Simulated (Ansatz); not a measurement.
Molecule: C4H5OSi, charge -1, multiplicity 1. It need not be the lowest isomer of its formula. Whether it binds its extra electron was not tested at this geometry. 
Geometry from a B3LYP-D3(BJ)/def2-TZVP (Ansatz, a quantum-chemistry and plane-wave program) optimisation:
```xyz
11

Si     1.9933     0.0675     0.1631
C      0.1780     0.0514     0.0218
C     -0.7889     1.1272     0.1201
C     -2.0828     0.6684    -0.0522
O     -1.8946    -0.7435    -0.2637
C     -0.5835    -1.0591    -0.2140
H      2.5014     0.5656     1.4790
H      2.6788     0.9371    -0.8428
H      2.5823    -1.2948    -0.0099
H     -0.5380     2.1637     0.3051
H     -0.3114    -2.0952    -0.3591
```
Charge -1, spin multiplicity 1.

Total electronic energies in hartree. Valence correlation only, unless marked. Spin-orbit coupling is left out. Non-relativistic. CBS marks a two-point X^-3 extrapolation of the correlation energy; Hartree-Fock from the larger set. The bracket is a focal-point correction in the basis named.

```csv
level,program,energy (Eh)
HF/STO-3G,Ansatz,-511.74573
HF/cc-pV(D+d)Z,Ansatz,-518.10316
HF/cc-pVTZ,Ansatz,-518.17835
HF/cc-pwCVTZ,Ansatz,-518.18414
revPBE-D3(BJ)/def2-TZVPD,Ansatz + dftd3,-520.09373
B3LYP-D3(BJ)/def2-TZVPD,Ansatz + dftd3,-520.23638
HSE06-D4/def2-TZVPD,Ansatz + dftd4,…
CAM-B3LYP-D3(BJ)/def2-TZVPD,Ansatz + dftd3,-520.09468
LC-wPBE/def2-TZVPD,Ansatz,-519.93622
PBE-QIDH/def2-TZVPD,Ansatz,-519.67190
RPA@PBE/cc-pV(T+d)Z,Ansatz,-519.72922
MP2/cc-pVTZ,Ansatz,-519.18196
SCS-MP2/cc-pV(D+d)Z,Ansatz,-518.89913
SCS-MP2/cc-pV(T+d)Z,Ansatz,-519.17120
SCS-MP2/cc-pVTZ,Ansatz,-519.16780
SCS-MP2/cc-pV(Q+d)Z,Ansatz,-519.26715
CCSD/6-31G*,Ansatz,-518.86221
CCSD(T)/6-31G,Ansatz,-518.49590
CCSD(T)/aug-cc-pV(D+d)Z,Ansatz,-519.06540
CCSD(T)/cc-pVTZ,Ansatz,-519.26214
CCSD(T)/aug-cc-pV(Q+d)Z,Ansatz,-519.36011
"RI-MP2/CBS(aug-cc-pV(T+d)Z,aug-cc-pV(Q+d)Z)+[CCSD(T)-MP2]/aug-cc-pV(D+d)Z",Ansatz,-519.4109
"CCSD(T)/CBS(aug-cc-pV(T+d)Z,aug-cc-pV(Q+d)Z)",Ansatz,-519.3967
```

Complete the blanks.


- HSE06-D4/def2-TZVPD, energy (Eh): -519.79070
